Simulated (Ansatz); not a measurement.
Geometry optimisation, DFT PBE, scalar-relativistic, plane waves, PAW (Ansatz 0.2.0).

input.yaml

```yaml
crystal:
  lattice:
    - [11.518769, 0.0, 0.0]
    - [3.83959, 6.650365, 0.0]
    - [0.0, 0.0, 17.868765]
  atoms:
    - { symbol: H, position: [0.11111112, 0.16666666, 0.05596358] }
    - { symbol: H, position: [0.44444446, 0.16666666, 0.05596358] }
    - { symbol: H, position: [0.77777781, 0.16666666, 0.05596358] }
    - { symbol: H, position: [0.11111112, 0.66666663, 0.05596358] }
    - { symbol: H, position: [0.44444446, 0.66666663, 0.05596358] }
    - { symbol: H, position: [0.77777781, 0.66666663, 0.05596358] }
    - { symbol: Si, position: [0.11111112, 0.16666666, 0.13990894] }
    - { symbol: Si, position: [0.44444446, 0.16666666, 0.13990894] }
    - { symbol: Si, position: [0.77777781, 0.16666666, 0.13990894] }
    - { symbol: Si, position: [0.11111112, 0.66666663, 0.13990894] }
    - { symbol: Si, position: [0.44444446, 0.66666663, 0.13990894] }
    - { symbol: Si, position: [0.77777781, 0.66666663, 0.13990894] }
    - { symbol: Si, position: [-0.11111111, 0.33333332, 0.18377056] }
    - { symbol: Si, position: [0.22222223, 0.33333332, 0.18377056] }
    - { symbol: Si, position: [0.55555558, 0.33333332, 0.18377056] }
    - { symbol: Si, position: [-0.11111111, 0.83333329, 0.18377056] }
    - { symbol: Si, position: [0.22222223, 0.83333329, 0.18377056] }
    - { symbol: Si, position: [0.55555558, 0.83333329, 0.18377056] }
    - { symbol: Si, position: [-0.11111111, 0.33333332, 0.31535542] }
    - { symbol: Si, position: [0.22222223, 0.33333332, 0.31535542] }
    - { symbol: Si, position: [0.55555558, 0.33333332, 0.31535542] }
    - { symbol: Si, position: [-0.11111111, 0.83333329, 0.31535542] }
    - { symbol: Si, position: [0.22222223, 0.83333329, 0.31535542] }
    - { symbol: Si, position: [0.55555558, 0.83333329, 0.31535542] }
    - { symbol: Si, position: [0.0, 0.0, 0.35921704] }
    - { symbol: Si, position: [0.33333335, 0.0, 0.35921704] }
    - { symbol: Si, position: [0.66666669, 0.0, 0.35921704] }
    - { symbol: Si, position: [0.0, 0.49999997, 0.35921704] }
    - { symbol: Si, position: [0.33333335, 0.49999997, 0.35921704] }
    - { symbol: Si, position: [0.66666669, 0.49999997, 0.35921704] }
    - { symbol: H, position: [0.66666669, 0.0, 0.44036423] }
    - { symbol: H, position: [0.0, 0.49999997, 0.44036423] }
    - { symbol: H, position: [0.33333335, 0.49999997, 0.44036423] }
    - { symbol: H, position: [0.66666669, 0.49999997, 0.44036423] }
    - { symbol: C, position: [-0.11111112, 0.16666666, 0.44316241], spin: 1.0 }
    - { symbol: F, position: [0.01030347, 0.00404856, 0.45432714] }
    - { symbol: F, position: [-0.12411502, 0.34878556, 0.45432714] }
    - { symbol: F, position: [-0.21952179, 0.14716586, 0.45432714] }
magnetization:
  spin_polarized: true
basis:
  ecutwfc: 420.0
kpoints:
  mp_grid: { grid: [1, 2, 1] }
hamiltonian:
  xc: pbe
  pseudopotentials: { kind: paw, azcp: { folder: soft_1 } }
scf:
  occupations: { method: gaussian, width: 0.05 }
  lower_state_search: "off"
relax:
  f_tol: 0.03
  max_steps: 60
  adjacent_minimum: "off"
  constraints: [{ sites: [0, 1, 2, 3, 4, 5, 6, 7, 8, 9, 10, 11] }]
```

Command:

```bash
$ ansatz run input.yaml --threads 4 --pin off --max-ram 10240MiB --backend cpu --events-out ev --progress --plain --runs-dir out
```

Where does it end, and by what steps?

The forces met the threshold. Limits of this set-up: coarse k mesh, thin slab, slab without dipole correction, a typed lattice constant that wasn't relaxed here. After 20 steps the energy has fallen by 6.253 eV; F37 moved furthest, 2.22 Å. The start is strongly strained (largest force component 8 eV/Å), so its close contacts needn't be bonds. Parted: Si25–F36 (1.71 → 2.79 Å).

| step | energy less start (eV) | largest force component (eV/Å) | accepted |
| --- | --- | --- | --- |
| 0 | 0.0000 | 8.022 | yes |
| 1 | -2.4249 | 4.900 | yes |
| 2 | -3.6662 | 2.335 | yes |
| 3 | -4.3917 | 1.402 | yes |
| 4 | -4.8972 | 1.309 | yes |
| 5 | -5.4190 | 1.666 | yes |
| 6 | -5.8400 | 0.743 | yes |
| 7 | -6.0278 | 0.605 | yes |
| 8 | -6.1186 | 0.287 | yes |
| 9 | -6.1694 | 0.168 | yes |
| 10 | -6.1990 | 0.183 | yes |
| 11 | -6.2170 | 0.165 | yes |
| 12 | -6.2320 | 0.077 | yes |
| 13 | -6.2171 | 0.235 | no |
| 14 | -6.2400 | 0.095 | yes |
| 15 | -6.2459 | 0.080 | yes |
| 16 | -6.2490 | 0.252 | yes |
| 17 | -6.2523 | 0.032 | yes |
| 18 | -6.2523 | 0.031 | yes |
| 19 | -6.2526 | 0.030 | yes |
| 20 | -6.2526 | 0.008 | yes |

```xyz
38
Lattice="11.5188 0.0000 0.0000 3.8396 6.6504 0.0000 0.0000 0.0000 17.8688" Properties=species:S:1:pos:R:3
H 1.920 1.108 1.000
H 5.759 1.108 1.000
H 9.599 1.108 1.000
H 3.840 4.434 1.000
H 7.679 4.434 1.000
H 11.519 4.434 1.000
Si 1.920 1.108 2.500
Si 5.759 1.108 2.500
Si 9.599 1.108 2.500
Si 3.840 4.434 2.500
Si 7.679 4.434 2.500
Si 11.519 4.434 2.500
Si -0.001 2.218 3.265
Si 3.838 2.220 3.266
Si 7.678 2.218 3.266
Si 1.920 5.543 3.266
Si 5.757 5.542 3.264
Si 9.599 5.543 3.261
Si -0.005 2.229 5.623
Si 3.835 2.219 5.628
Si 7.677 2.210 5.621
Si 1.904 5.531 5.625
Si 5.767 5.523 5.626
Si 9.601 5.534 5.617
Si -0.002 -0.001 6.351
Si 3.842 -0.002 6.311
Si 7.670 0.000 6.398
Si 1.917 3.321 6.405
Si 5.761 3.310 6.404
Si 9.587 3.325 6.397
H 7.659 -0.014 7.899
H 1.903 3.322 7.904
H 5.772 3.301 7.904
H 9.589 3.335 7.898
C 0.008 -0.011 8.318
F -0.012 -1.278 8.832
F 1.118 0.597 8.835
F -1.072 0.638 8.849
```

Whether the end is a true minimum wasn't checked by a vibrational analysis.

The run took 3.6 min on 4 threads of Arm Neoverse V2, with other jobs on the host, peak memory 2.7 GiB.
